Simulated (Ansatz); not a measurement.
F$_{2}$GaH (`[F][GaH][F]`). Charge 0, multiplicity 1.

Problem. List the harmonic frequencies (cm⁻¹, unscaled) at PBE0-D4/def2-TZVP in Ansatz. (Estimate.)

Solution. Computed: 207, 474, 567, 692, 716, 2100.

Problem. Is this a minimum?

Solution. Yes, all 6 modes are real.

Problem. Give the ideal-gas thermochemistry at 298.15 K and 1 bar (rigid rotor, harmonic oscillator; point group C2v, symmetry number 2).

Solution. Zero-point energy 28.4 kJ/mol; H(298) − E = 41.5 kJ/mol; entropy 277.7 J/(mol·K), of which translation 167.3, rotation 94.0, vibration 16.4; G(298) − E = -41.3 kJ/mol.

Problem. And at 400, 500, 600, 800 and 1000 K?

Solution. 
```json
{"T (K)": "400", "H − E (kJ/mol)": "47.7", "S (J/mol/K)": "295.6", "G − E (kJ/mol)": "-70.5"}
{"T (K)": "500", "H − E (kJ/mol)": "54.3", "S (J/mol/K)": "310.4", "G − E (kJ/mol)": "-100.9"}
{"T (K)": "600", "H − E (kJ/mol)": "61.3", "S (J/mol/K)": "323.0", "G − E (kJ/mol)": "-132.5"}
{"T (K)": "800", "H − E (kJ/mol)": "75.8", "S (J/mol/K)": "343.9", "G − E (kJ/mol)": "-199.3"}
{"T (K)": "1000", "H − E (kJ/mol)": "90.9", "S (J/mol/K)": "360.7", "G − E (kJ/mol)": "-269.8"}
```
